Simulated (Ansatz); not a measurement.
# Worked example: SiH2(SiH3)Cl + InH2(NH2) → SiH2(NH2)(SiH3) + InH2Cl

Species: SiH2(SiH3)Cl, singlet; InH2(NH2), singlet; SiH2(NH2)(SiH3), singlet; InH2Cl `[Cl][InH2]`, singlet. The partners trade Cl for NH2: Si–Cl and In–NH2 bonds give way to Si–NH2 and In–Cl.

Shapes, held fixed at every level: PBE0-D4/def2-TZVP. Flexible molecules stand in one conformer, not always the lowest. Programs: Ansatz 0.2.0. Electronic energies: no zero-point or thermal term.

At CCSD(T)/def2-TZVPP; 1 Eh = 2625.50 kJ/mol:

```
        species   energy (Eh)
   SiH2(SiH3)Cl  -1040.873422
      InH2(NH2)   -246.543445
SiH2(NH2)(SiH3)   -636.998803
         InH2Cl   -650.439428
```

Task: Work out ΔE of the reaction at this level.

Result: 
1. Products less reactants: (-636.998803) + (-650.439428) − [(-1040.873422) + (-246.543445)] = -0.021364 Eh = -56.1 kJ/mol.

Other levels give -85.1 (HF/def2-SVP) to -53.5 kJ/mol (MP2/def2-TZVPP). No measured value is set beside it here. For atoms past krypton def2 sets carry core potentials with scalar relativity. Outer-core shells of In are correlated, in sets that cover them unevenly.
